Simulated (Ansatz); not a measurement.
SnEtH3 (C2H8Sn). Total charge 0; triplet. Geometry PBE0-D4/def2-SVP, that of the neutral singlet; atoms count from 1.

Cartesian coordinates in Å:
```
Sn -1.0076 -0.9237 0.8744
C 0.7083 -0.2658 -0.2667
C 0.6014 1.1713 -0.7574
H 0.8218 -0.9672 -1.1088
H 1.5926 -0.4032 0.3761
H 1.4939 1.4700 -1.3322
H -0.2705 1.3165 -1.4152
H 0.5007 1.8844 0.0765
H -2.4340 -0.7323 -0.0633
H -1.1587 0.0244 2.2987
H -0.8478 -2.5743 1.3178
```

In the def2 sets Sn takes a core potential; there is no spin–orbit coupling. At PBE0-D4/def2-TZVP a singlet of charge 0 lies 6.16 eV below the triplet at the same geometry.

(1) Estimate the Mulliken populations from the PBE0/def2-TZVP orbitals of Ansatz.

(2) Where does the spin sit?

(3) And the Mayer bond orders between bonded heavy atoms (over 0.3)?

## Answers

(1) 
```json
{"atom": "Sn1", "charge (e)": "-0.33", "spin (α − β)": "1.19"}
{"atom": "C2", "charge (e)": "0.08", "spin (α − β)": "0.42"}
{"atom": "C3", "charge (e)": "-0.38", "spin (α − β)": "-0.01"}
{"atom": "H4", "charge (e)": "0.10", "spin (α − β)": "0.08"}
{"atom": "H5", "charge (e)": "0.10", "spin (α − β)": "0.08"}
{"atom": "H6", "charge (e)": "0.17", "spin (α − β)": "0.07"}
{"atom": "H7", "charge (e)": "0.14", "spin (α − β)": "0.03"}
{"atom": "H8", "charge (e)": "0.14", "spin (α − β)": "0.03"}
{"atom": "H9", "charge (e)": "-0.01", "spin (α − β)": "0.04"}
{"atom": "H10", "charge (e)": "-0.01", "spin (α − β)": "0.04"}
{"atom": "H11", "charge (e)": "-0.01", "spin (α − β)": "0.03"}
```
Mulliken values and Mayer orders depend strongly on the basis.

(2) Summed by element: Sn 1.19, C 0.41, H 0.40, of 2 unpaired in all. Largest on single atoms: Sn1 1.19, C2 0.42, H4 0.08.

(3) C2–C3 1.06 (1.52 Å).
